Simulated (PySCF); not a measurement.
**Correlation energy of Ir²⁺ (iridium, charge +2)**

[Xe] 4f14 5d6 6s1, high-spin 6D determinant (an excited configuration). All numbers are calculated (PySCF 2.14, scalar relativity by spin-free X2C-1e, in x2c-TZVPPall (11s7p7d3f1g, 97 functions)). Frozen: [Xe] 4f14; 7 electrons correlated.

MP2 pair energies summed by pair of shells (mhartree):

```tsv
pair	energy	share (%)
5d-5d	-88.04	75.4
5d-6s	-28.68	24.6
```

Total MP2 correlation energy: -116.72 mhartree.

Same-spin part -69.71 and opposite-spin part -47.01 mhartree; SCS-MP2 scales them by 1/3 and 6/5 to -79.65 mhartree.
